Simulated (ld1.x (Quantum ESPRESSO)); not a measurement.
# Configuration tests for P (Z = 15) (TM)

```
Element                 : phosphorus
Generator               : ld1.x (Quantum ESPRESSO) 7.5
Type                    : norm-conserving Troullier–Martins (Kleinman–Bylander form)
Functional              : PBE
Relativity              : scalar-relativistic
Frozen core             : [Ne]
Valence charge          : 5
Reference configuration : 3s2 3p2.75 (charge +0.25)
Partial waves           : 3p (bound): rc 1.55 bohr; 3d channel at -0.15 Ry: rc 1.60 bohr; 3s (bound): rc 1.35 bohr
Local potential         : the s channel
Core correction         : a·sin(br)/r model core, default radius (core density twice the valence density)
```

Energies are relative to the spin-unpolarised reference configuration 3s2 3p2.75; without spin polarisation the order of configurations can differ from experiment. The frozen-core shift is the all-electron ΔE with the core orbitals held at their reference shape minus the fully relaxed ΔE.

| valence configuration | charge | ΔE all-electron (eV) | error AE − PS (meV) | frozen-core shift (meV) |
| --- | --- | --- | --- | --- |
| 3s2 3p3 | 0 | -1.627 | +0.2 | 0.0 |
| 3s2 3p2 | +1 | 8.102 | +2.0 | +0.8 |
| 3s2 3p1 | +2 | 27.249 | +19 | +8.5 |
| 3s2 3p2.5 | +0.5 | 2.147 | +0.1 | +0.1 |
| 3s1 3p3 | +1 | 17.223 | +4.4 | +2.3 |
| 3s1 3p4 | 0 | 6.907 | -1.0 | +0.4 |
| 3s2 3p3.3 | -0.3 | -2.934 | +0.7 | 0.0 |

Levels in the configuration 3s2 3p1:

| level | all-electron (eV) | pseudo (eV) |
| --- | --- | --- |
| 3s | -33.956 | -33.917 |
| 3p | -24.275 | -24.243 |
